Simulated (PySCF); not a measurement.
## Telling isomers of C$_{6}$H$_{7}$N apart by NMR

Level of theory: σ from GIAO-PBE0/pcSseg-1, geometry: GFN2-xTB, in PySCF 2.14 (relativity neglected, no solvent model, a single conformation, averaged over atoms made equivalent by symmetry, fast rotation or ring inversion).

Referencing at the same level of theory: TMS for ¹H, ¹³C. Where no couplings were computed, multiplicities follow the n + 1 count of equivalent neighbours, and m marks all less simple cases (inequivalent or close neighbours, rings, F or P nearby). Shifts are as computed. Against solution values, carbons near 30 ppm lie about +3 ppm off and those near 130 ppm about +5 ppm. Of 1211 compounds with measured shifts, 218 miss one by over three times the rms of a fit or turn the order of signals round; such compounds aren't used in these exercises. OH and NH positions are gas-phase values without hydrogen bonding to other molecules.

(1) Tabulate the signals of `C#C/C(C=C)=N\C`, `C#CC1CC(=N)C1` and their relative energies.

(2) What is the quickest way to tell C#C/C(C=C)=N\C from C#CC1CC(=N)C1?

## Answers

(1) 
| SMILES | carbon types | δC | δH | E rel. (kcal/mol) |
| --- | --- | --- | --- | --- |
| C#C/C(C=C)=N\C | 2×C 2×CH 1×CH2 1×CH3 | 159.6, 149.4, 131.8, 98.3, 77.3, 43.8 | 6.86 (m, 1H), 6.50 (m, 1H), 6.11 (m, 1H), 3.80 (s, 3H), 3.26 (s, 1H) | 3.7 |
| C#CC1CC(=N)C1 | 2×C 2×CH 2×CH2 | 180.6, 93.1, 76.0, 48.7, 48.6, 15.4 | 10.72 (br s, 1H), 3.31 (m, 1H), 3.18 (m, 1H), 3.02 (m, 1H), 2.90 (m, 1H), 2.86 (m, 1H), 1.65 (d, 1H) | 0.0 |

Energies are electronic energies at PBE0/pcSseg-1 on these geometries, without zero-point or thermal terms, each for the one conformer computed, which needn't be the lowest.

(2) Both give the same number of carbon signals, but DEPT or the intensities differ. The first has an alkene CH at 149.4 ppm, the second an sp3 CH2 in a ring at 48.7 ppm. Their most deshielded carbons lie at 159.6 and 180.6 ppm. In the proton spectra the most deshielded non-exchanging signals are 6.86 (m, 1H) and 3.31 (m, 1H).
